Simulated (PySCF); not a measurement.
## Ionisation energy of Cd(27+) by level of theory

Cd(27+) [Ar] 3d3 [3d3/2^3, M_J = 3/2] → Cd(28+) [Ar] 3d2 [3d3/2^2, M_J = 2], as a difference of total energies. Calculation: PySCF 2.14, in an uncontracted even-tempered set (16 s from 4 bohr⁻², ratio 2.8; 12 p from 5.2 bohr⁻², ratio 2.8; 8 d from 5.2 bohr⁻², ratio 2.8; 3 f from 17 bohr⁻², ratio 3); the two-component X2C-1e Hamiltonian. Correlated levels: [Ne] frozen; the 74 highest virtual spinors dropped. "Screened" scales the spin-orbit matrix elements by Boettger's factors to mimic the two-electron term; Breit and QED terms are absent.

```tsv
method	ionisation energy (eV)
GHF (spin-free)	1476.4
GMP2 (spin-free)	1476.4
GHF (screened spin-orbit)	1476.4
GMP2 (screened spin-orbit)	1476.6
```

Breit and QED terms and the two-electron picture change are absent.

The spin-free rows relax to the high-spin LS determinant and lack the spin-orbit shift.

The labels give the starting determinants; with spin-orbit coupling the two ends relaxed to ⟨J²⟩ = 4.77, ⟨L²⟩ = 10.63, ⟨S²⟩ = 3.08 and ⟨J²⟩ = 6.16, ⟨L²⟩ = 10.83, ⟨S²⟩ = 1.65.

The determinant of Cd(27+) mixes levels of different J (the jj label is only the starting occupation), so the difference between spin-free and spin-orbit rows is not the physical spin-orbit shift.

For comparison: 1477 ± 4 eV (theoretical estimate listed by NIST; NIST Atomic Spectra Database, ionization energies).
